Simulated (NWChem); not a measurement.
iodine monochloride (ICl); SMILES ClI

Computed with NWChem. All runs use the structure optimised with PBE-D3(BJ)/def2-SVP. def2 effective core potentials on I; no spin-orbit coupling. Vertical excitations in the gas phase; the lowest state need not have the same character in each row.

| level | lowest excitation, singlet (eV) | oscillator strength of that lowest state | orbital gap (eV) |
|---|---|---|---|
| PBE/def2-SVPD, TDA | … | 0.000 | … |
| B3LYP/def2-SVPD, TDA | 2.38 | 0.000 | 3.46 |
| LDA (Slater exchange, VWN5)/def2-SVPD, TDA | 2.25 | 0.000 | 1.77 |
| Hartree-Fock/def2-SVPD, CIS | 2.91 | 0.000 | 10.04 |

Task: Complete the blanks.

Result: 
- PBE/def2-SVPD, TDA, lowest excitation, singlet (eV): 2.29
- PBE/def2-SVPD, TDA, orbital gap (eV): 1.86
